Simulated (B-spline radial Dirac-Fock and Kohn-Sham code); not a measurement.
**Binding energies of Pd in different valence configurations**

Model: multi-electron Dirac-Fock with separately optimised hole states, Breit and Lamb-shift corrections added in first order. Program: a radial finite-basis atomic code. Electron correlation is not included.

Reference: the tabulated ground configuration [Kr] 4d10, with 2s 3615.7 eV, 2p3/2 3179.5 eV, 3p1/2 567.6 eV, 3p3/2 539.5 eV, 3d3/2 345.3 eV, 4p1/2 63.75 eV, Kα1 21175.6 eV, Kβ1 23815.6 eV.

Shifts from the reference in eV.

```tsv
configuration	average energy	2s	2p3/2	3p1/2	3p3/2	3d3/2	4p1/2	Kα1	Kβ1
[Kr] 4d9 5p1	+3.20	+6.79	+6.78	+6.78	+6.78	+6.78	+5.91	-0.20	-0.20
[Kr] 4d9 5s1	+0.25	+4.98	+4.95	+4.94	+4.94	+4.94	+4.02	-0.25	-0.23
```

Values without a named source are computed, but for edge energies of neutral atoms, which are taken from tables.
